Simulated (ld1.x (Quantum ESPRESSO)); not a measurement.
Before and after: RRKJ potential for lead

```json
{"Element": "Pb (Z = 82)", "Generator": "ld1.x (Quantum ESPRESSO) 7.5", "Type": "norm-conserving RRKJ (Kleinman–Bylander form)", "Functional": "PW91", "Relativity": "scalar-relativistic", "Frozen core": "[Xe] 4f14 5d10", "Valence charge": "4", "Reference configuration": "6s1.5 6p2.5", "Partial waves": "6s (bound): rc 1.90 bohr; 6p (bound): rc 1.95 bohr", "Local potential": "all-electron potential smoothed inside 1.45 bohr (lloc = -1)", "Core correction": "none", "rho0": "0.005"}
```

Change: core [Xe] 4f14, valence charge 14; reference 5d10 6s2 6p2; waves now 6p (bound): rc 2.85 bohr; 5d (bound): rc 1.40 bohr; 6s (bound): rc 1.75 bohr; local potential the s channel; core correction a·sin(br)/r model core, default radius (core density twice the valence density).

Cutoffs: the cutoffs (Ry, on a coarse ladder) from which the occupation-weighted sum of valence levels, in a spherical-Bessel basis at the reference potential, stays within 10 and 1 mRy of its value at 400 Ry; they do not see the model core or the augmentation charge, which bear on the density cutoff. Errors are all-electron minus pseudo energies relative to the spin-unpolarised reference configuration.

Task: What does the change do?

Result: The potential gets harder (30 Ry and 45 Ry → 80 Ry and 140 Ry); the bound ghost in d, p, s disappears. The added semicore shells are compact, so their waves need more plane waves. Several settings change at once here, so the effects cannot be laid on one of them.

```tsv
quantity	base	changed
cutoff, loose	30 Ry	80 Ry
cutoff, tight	45 Ry	140 Ry
bound ghosts	s, p, d	none
largest error over its own tests, meV	+143	-27
```

 A true bound ghost makes a file unfit for plane-wave use even where its test errors are small: the radial tests pick states by their node count and pass the ghost by.
